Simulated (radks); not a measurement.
Valence configurations of Hg I. Method: Dirac Kohn-Sham, PBE, spin-unpolarised, spherical densities, finite nucleus; open shells fill j = l - 1/2 first; Fermi nuclear charge, rms radius 5.4648 fm; computed with a radial shooting solver on a logarithmic mesh with Libxc functionals. Energies are relative to [Hg]; eigenvalues in eV.

| valence | E (eV) | e(4f5/2) | e(4f7/2) | e(5d3/2) | e(5d5/2) | e(6p1/2) |
|---|---|---|---|---|---|---|
| [Hg] | 0.000 | -97.961 | -93.769 | -11.001 | -9.166 | - |
| [Xe] 4f12 5d10 6s2 6p2 | 216.36 | -133.07 | -128.62 | -21.856 | -19.458 | -3.949 |
| [Xe] 4f14 5d10 6s1 6p1 | 5.427 | -99.672 | -95.480 | -12.660 | -10.803 | -2.410 |
| [Xe] 4f13.5 5d10 6s1 6p1.5 | 53.899 | -108.07 | -103.81 | -15.178 | -13.183 | -2.961 |
| [Xe] 4f14 5d9 6s2 6p1 | 8.879 | -102.96 | -98.770 | -14.923 | -12.972 | -2.829 |
| [Xe] 4f12 5d10 6s1 6p3 | 224.78 | -135.08 | -130.63 | -23.755 | -21.337 | -4.911 |
| [Xe] 4f13 5d10 6s2 6p1 | 100.06 | -115.20 | -110.88 | -16.371 | -14.255 | -2.823 |
| [Xe] 4f14 5d8 6s2 6p2 | 20.266 | -107.90 | -103.70 | -18.607 | -16.541 | -3.914 |
| [Xe] 4f14 5d10 6p2 | 11.150 | -101.14 | -96.946 | -14.059 | -12.182 | -3.096 |
| [Xe] 4f12 5d8 6s1 6p5 | 267.00 | -146.78 | -142.32 | -32.419 | -29.762 | -7.481 |

NIST lists [Hg] as the ground configuration; this level of theory agrees among the configurations tried. The energies are those of spherical spin-averaged densities, not of single terms.
